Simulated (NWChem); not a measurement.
Species: GeSiH₅OCl; SMILES [OH][Ge@@H]([SiH3])[Cl]

```xyz
9

O      1.7686    -0.2107    -0.9259
Ge     0.5157     0.0459     0.3051
Si    -0.6307     2.0408    -0.2966
Cl    -0.9120    -1.5974     0.1851
H      2.2571    -1.0333    -0.8051
H      1.1284    -0.0612     1.7171
H     -1.1751     1.8700    -1.6735
H     -1.7431     2.2498     0.6760
H      0.3061     3.2020    -0.2472
```
Atoms are numbered in this order, from 1.

Level: PBE0/def2-SVP (NWChem), optimised geometry, unscaled harmonic frequencies. 

### Question
List the harmonic frequencies with IR intensities, and the thermochemistry.

### Answer
| frequency (cm⁻¹) | IR intensity (km/mol) |
|---|---|
| 90 | 0.2 |
| 91 | 1.8 |
| 144 | 5.2 |
| 179 | 13.8 |
| 264 | 114.4 |
| 357 | 5.6 |
| 416 | 69.6 |
| 502 | 29.2 |
| 517 | 16.4 |
| 695 | 180.8 |
| 716 | 93.9 |
| 751 | 31.9 |
| 860 | 196.9 |
| 908 | 52.1 |
| 928 | 43.8 |
| 931 | 39.9 |
| 2136 | 137.9 |
| 2238 | 48.0 |
| 2252 | 69.9 |
| 2262 | 62.5 |
| 3892 | 98.7 |

```json
{
 "zero_point_energy": "30.2 kcal/mol",
 "thermal correction to the enthalpy at 298.15 K (with zero-point energy)": "35.6 kcal/mol",
 "heat capacity Cv": "25.2 cal/(mol K)",
 "entropy at 298.15 K and 1 atm (symmetry number 1)": "87.7 cal/(mol K)",
 "dipole_moment": "1.58 D"
}
```

Rigid rotor and harmonic oscillator; modes under 100 cm⁻¹ make the entropy uncertain.
